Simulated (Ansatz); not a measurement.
`Cl[Si]Br`, relaxed with RKS PBE-D4/def2-SVP in Ansatz from a rough embedded geometry. The force threshold is 0.03 eV/Å; the program also tests the step.

Total charge 0; spin multiplicity 1.

Start:

```xyz
3

Cl   -1.261   -0.907    0.794
Si   -0.448    0.380   -0.601
Br    1.709    0.527   -0.193
```

Task: By how much does the energy fall, and how many steps does the optimiser take? (An estimate is asked.)

Result: The calculation gave: 0.08 eV, in 3 steps.

Task: Which bonds change most? (An estimate is asked.)

Result: Ansatz gave: Si2–Br3 from 2.200 to 2.279 Å; Cl1–Si2 from 2.065 to 2.111 Å.

Task: Give the relaxed structure. (An estimate is asked.)

Result: Computed: 
```xyz
3

Cl   -1.228   -0.916    0.815
Si   -0.497    0.411   -0.655
Br    1.725    0.505   -0.160
```
